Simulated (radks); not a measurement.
The numbers below are computed, except where a source is named.
Coherent X-ray form factor from a spherical all-electron density. Code: a radial shooting solver on a logarithmic mesh with Libxc functionals. Model: non-relativistic Kohn-Sham, TPSS, spin-polarised, spherical densities, point nucleus; meta-GGA in the generalised Kohn-Sham scheme.

sin(theta)/lambda (1/angstrom)  f0 (electrons)
0.05                                    35.928
0.1                                     35.714
0.15                                    35.363
0.2                                     34.883
0.25                                    34.284
0.3                                     33.579
0.4                                     31.909
0.5                                     30.001
0.6                                     27.981
0.8                                     24.028
1                                       20.615
1.25                                    17.284
1.5                                     14.718
2                                       10.705

The species is in the configuration that NIST lists as its ground one. Which atom or ion scatters so?

Answer. The europium ion Eu27+, [Kr]. Extrapolating in s^2 from the first two rows gives f0(0) = 36.0, near the electron count 36; among species with that count, the fall with angle is slower the higher Z, and the table is that of Z = 63; from so few rows the species is fixed only to a neighbour or two.
